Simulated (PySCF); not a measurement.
H2MgS2, SMILES [SH][Mg][SH].

Coordinates come from a B3LYP-D3(BJ)/def2-TZVP optimisation. Other conformers were not sampled.

Computed with B3LYP-D3(BJ)/def2-TZVP in PySCF.

Frequencies are harmonic and unscaled.

```csv
mode,ν (cm⁻¹),IR (km/mol),moving atoms (share of kinetic energy)
1,95,37.3,"Mg 70 %, S 26 %"
2,96,34.9,"Mg 71 %, S 25 %"
3,104,6.3,H 97 %
4,291,0.0,S 95 %
5,525,14.7,"H 69 %, Mg 27 %"
6,539,0.4,H 91 %
7,564,101.0,"Mg 49 %, S 27 %, H 24 %"
8,2656,2.9,H 97 %
9,2656,1.0,H 97 %
```
